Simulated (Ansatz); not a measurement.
Isolated molecules relaxed with PBE0-D4/def2-TZVP in Ansatz; ΔE leaves out vibrations. CBS: MP2 limit from def2 TZ/QZ plus the TZ coupled-cluster correction, frozen cores. Each species was taken in one conformer, which may not be the lowest.

Consider the redistribution: `BC[SiH]1CC1` + `BN([SiH3])CC` → `BN(B)CC` + `[SiH3]C[SiH]1CC1`.

```csv
species,CCSD/CBS(def2) energy (Eh)
`BC[SiH]1CC1`,-433.37010
`BN([SiH3])CC`,-450.70857
`BN(B)CC`,-185.82627
`[SiH3]C[SiH]1CC1`,-698.27170
```

Task: Work out ΔE.

Result: ΔE = (-185.82627) + (-698.27170) − (-433.37010) − (-450.70857) = -0.01930 Eh = -12.1 kcal/mol. CCSD(T)/CBS gives -11.3 kcal/mol.

Largest T1 diagnostic among the species: 0.012.

The D4 term adds +1.0 kcal/mol with B3LYP and +0.5 kcal/mol with PBE0; it sums over pairs of atoms, weighted by their polarisabilities, and B3LYP, whose exchange is more repulsive, gets the larger term. From PBE to PBE0 (25 % exact exchange), in def2-TZVPP and without D4, ΔE moves by −1.2 kcal/mol.

B3LYP here is the variant with VWN-RPA as its local correlation; programs differ in this.
